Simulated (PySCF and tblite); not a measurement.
The numbers below are computed, except where a source is named.
System: C6H7BNO (charge +1), numbered as in [BH2:1][c:2]1[o:3][cH:4][c:5]([C:6]#[CH:7])[n+:8]1[CH3:9].

Motion: rotation about the B1–C2 bond (torsion H–B1–C2–O3 from -180° to 0°, rising). GFN2-xTB gives an electronic barrier of 3.8 kcal/mol.

The ion is treated without a counter-ion.

BP86/pcSseg-1 + D3(BJ) on GFN2-xTB geometries gives 8.8 kcal/mol and k(298 K) = 9.4×10⁶ s⁻¹.

Task: What does LC-wPBE/pcSseg-1 + D3(BJ) give on GFN2-xTB geometries?

Result: A barrier of 5.2 kcal/mol, 3.6 below the first DFT barrier (from unrounded values) and, with GFN2-xTB thermal terms, ΔG‡(298 K) = 4.7 kcal/mol and k = 4.4×10⁹ s⁻¹ (2 equivalent paths).

Programs: tblite and PySCF.
